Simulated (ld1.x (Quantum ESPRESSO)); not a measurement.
# What the settings do to the RRKJ potential of Hg

Base potential:

| Property | Result |
| --- | --- |
| Element | Hg (Z = 80) |
| Generator | ld1.x (Quantum ESPRESSO) 7.5 |
| Type | norm-conserving RRKJ (Kleinman–Bylander form) |
| Functional | PBEsol |
| Relativity | scalar-relativistic |
| Frozen core | [Xe] 4f14 |
| Valence charge | 12 |
| Reference configuration | 5d10 6s1.5 6p0.5 |
| Partial waves | 6s (bound): rc 2.15 bohr; 5d (bound): rc 1.95 bohr; 6p (bound): rc 2.35 bohr |
| Local potential | the p channel |
| Core correction | Bessel-smoothed model core inside 1.45 bohr |
| rho0 | 0.001 |

Cutoffs, loose and tight: the cutoffs (Ry, on a coarse ladder) from which the occupation-weighted sum of valence levels, in a spherical-Bessel basis at the reference potential, stays within 10 and 1 mRy of its value at 400 Ry. They do not see the model core or the augmentation charge, which bear on the density cutoff. Test errors are all-electron minus pseudo excitation energies from the reference, over the configurations 5d10 6s2 6p0; 5d10 6s1 6p0; 5d10 6s0 6p0; 5d9 6s2 6p0; 5d8 6s0 6p0; 5d9 6s0 6p0; 5d10 6s1 6p1. A dash means not determined; rows that change the core or the reference have their own tests.

On the changes marked as counting shells twice: ld1.x takes every shell without a wave as core, so the model core holds the marked electrons as well and exchange and correlation see them twice. This cancels in the reference configuration, but the file is broken for other ones, and its errors say nothing about a proper core correction.

| change | outcome | cutoff, loose | cutoff, tight | bound ghosts | largest test error (meV) |
| --- | --- | --- | --- | --- | --- |
| base | generated | 40 Ry | 45 Ry | none | -819 |
| wave 6p (bound): rc 2.35 bohr becomes 6p (bound): rc 2.88 bohr | generated | 40 Ry | 45 Ry | none | -827 |
| type TM; local potential the s channel; rho0 0 | generated | 50 Ry | 70 Ry | none | -539 |
| reference 5d10 6s0.5 6p0 | generated | 40 Ry | 45 Ry | none | -823 |
| core [Kr] 4d10 4f14, valence charge 20; reference 5s2 5p6 5d10 6s2 6p0; waves now 5p (bound): rc 1.70 bohr; 5d (bound): rc 1.40 bohr; 5s (bound): rc 0.90 bohr; local potential the s channel; core correction a·sin(br)/r model core, default radius (core density twice the valence density) (6s counted twice) | generated, misses its reference levels by 0.15 eV | 160 Ry | 260 Ry | none | -1370 |
| functional PBE | generated | 40 Ry | 45 Ry | none | -832 |
| wave 6s (bound): rc 2.15 bohr becomes 6s (bound): rc 3.22 bohr | generated | 40 Ry | 45 Ry | none | -1027 |

(1) What comes out with this change to the base: local potential the s channel?

(2) What comes out with this change to the base: wave 5d (bound): rc 1.95 bohr becomes 5d (bound): rc 2.88 bohr?

Results:

(1) outcome: generated; cutoff, loose: 40 Ry; cutoff, tight: 45 Ry; bound ghosts: none; largest test error (meV): -518.

(2) outcome: generated; cutoff, loose: 25 Ry; cutoff, tight: 35 Ry; bound ghosts: none; largest test error (meV): -211.
